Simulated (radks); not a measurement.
Dispersion coefficients C6 (hartree bohr^6) between ground-configuration atoms and ions, from the Casimir-Polder integral (3/pi) of alpha_A(iw) alpha_B(iw). All-electron calculation, non-relativistic Kohn-Sham, LDA (Slater exchange, VWN5 correlation), spin-polarised, spherical densities, point nucleus; open shells are filled with parallel spins first (spin-orbit coupling, left out, can overturn this in heavy ions). Program: a radial shooting solver on a logarithmic mesh with Libxc functionals. Response by self-consistent Sternheimer equations with the Hartree and adiabatic LDA kernel. For heavy and open-shell atoms this level of theory can miss by tens of per cent.

C6       Sc+     Mn+       He    Rh3+      P+     Cu+    Sb2+      Te     Xe+      Be3+
Sc+    352.6
Mn+    217.6   139.9
He     20.10   14.25    1.864
Rh3+   60.72   44.15    6.152   21.19
P+     146.1   98.56    11.17   34.91   73.88
Cu+    83.03   57.20    6.969   22.92   43.23   26.73
Sb2+   170.2   115.8    13.54   43.42   86.94   52.27   103.7
Te     376.3   248.8    26.88   83.57   181.6   105.7   213.5   451.6
Xe+    204.5   141.3    17.16   55.24   108.2   65.38   129.2   263.3   162.2
Be3+  0.3129  0.2454  0.03909  0.1547  0.1924  0.1513  0.2653  0.4618  0.3345  0.001764

Static polarisabilities (bohr^3): Sc+ ([Ar] 3d1 4s1) 53.83, Mn+ ([Ar] 3d5 4s1) 27.21, He ([He]) 1.658, Rh3+ ([Kr] 4d6) 4.633, P+ ([Ne] 3s2 3p2) 14.38, Cu+ ([Ar] 3d10) 7.887, Sb2+ ([Kr] 4d10 5s2 5p1) 16.52, Te ([Kr] 4d10 5s2 5p4) 40.79, Xe+ ([Kr] 4d10 5s2 5p5) 18.56, Be3+ (1s1) 0.01896. The combination rule 2 Ca Cb / ((alpha_b/alpha_a) Ca + (alpha_a/alpha_b) Cb) gives 34.95 for P+-Rh3+, against 34.91 from the integral.
